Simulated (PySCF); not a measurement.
# What a mistake does to a calculation on BGeH5OSi

Calculated results; nothing here was measured. The program is PySCF 2.14.0, an open-source quantum chemistry code, run on an isolated molecule that a program drew, which may never have been made. The molecule is BGeH5OSi (charge 0, singlet), drawn as the SMILES string `O[BH][GeH2][SiH]`.

Each row is a Hartree-Fock (HF) and frozen-core CCSD(T) single point in the cc-pV(D+d)Z basis, meant for a local HF minimum. Run 1 is clean. Each other run has one planted mistake out of seven kinds, and not every kind appears here: one electron removed, one electron added, multiplicity raised by two, geometry at a saddle point, minimal basis STO-3G, one bond length entered in bohr, all coordinates scaled. The reference is restricted for singlets and unrestricted otherwise, and also for a bond in bohr. Adding or removing an electron swaps singlet and doublet. Electrons count all cores. HOMO and LUMO are orbital energies over both spins, the gradient is its largest component, and the lowest frequency (negative if imaginary) is given only where the gradient is small. Bond lengths are over the 8 bonds as drawn. T1 is the CCSD diagnostic: over 0.02 (restricted) or 0.045 (unrestricted) a single reference is doubtful. Germanium has the cc-pVDZ-PP basis, with a core potential (ECP10MDF) in place of its 10 inner electrons, and its 3s, 3p and 3d shells are frozen in CCSD(T).

Geometry of the clean run:
```xyz
9
BGeH5OSi, angstrom
O    -0.5334   -0.3495    2.0172
B    -1.2862   -0.6787    0.9442
Ge   -1.7047   -2.7239    0.6974
Si   -0.9589   -3.8401    2.7507
H    -0.3580    0.5770    2.1028
H    -1.6745    0.1839    0.1971
H    -3.2041   -2.9337    0.4104
H    -0.9535   -3.2466   -0.5436
H    -2.1555   -3.3347    3.5333
```

| run | electrons | basis functions | <S^2> | HOMO (eV) | LUMO (eV) | gradient (hartree/bohr) | lowest frequency (cm^-1) | mean bond (Å) | longest bond (Å) | T1 | HF (hartree) | CCSD(T) (hartree) | mistake |
|---|---|---|---|---|---|---|---|---|---|---|---|---|---|
| 1 | 64 | 99 | 0.000 | -8.15 | 0.43 | 4.8e-06 | 44 | 1.5823 | 2.453 | 0.0169 | -684.75076 | -685.26839 | no fault |
| 2 | 64 | 99 | 1.040 | -7.84 | 0.15 | 1.0e-02 | - | 1.8551 | 4.636 | 0.0485 | -684.69156 | -685.18306 | one bond length entered in bohr |
| 3 | 64 | 99 | 2.011 | -7.84 | 0.20 | 2.7e-02 | - | 1.5823 | 2.453 | 0.0197 | -684.73592 | -685.23440 | multiplicity raised by two |
| 4 | 64 | 99 | 0.000 | -8.13 | 0.48 | 1.8e-02 | - | 1.5570 | 2.414 | 0.0165 | -684.74871 | -685.26449 | all coordinates scaled |
| 5 | 63 | 99 | 0.778 | -15.24 | -6.25 | 4.5e-02 | - | 1.5823 | 2.453 | 0.0233 | -684.48724 | -684.97697 | one electron removed |
| 6 | 65 | 99 | 0.768 | -1.35 | 6.87 | 2.2e-02 | - | 1.5823 | 2.453 | 0.0170 | -684.76652 | -685.29398 | ? |

**Which mistake was planted in run 6, and what did it cost?**

It counts 65 electrons, one more than the clean run, at the same geometry and basis. So the mistake is: one electron added. Subtracting run 1 and multiplying by 627.51 kcal/mol a hartree, the energy moved by -9.9 kcal/mol in HF and -16.1 kcal/mol in CCSD(T).

Cautions from the logs. Run 2: T1 is over the limit, so its CCSD(T) energy is less reliable.
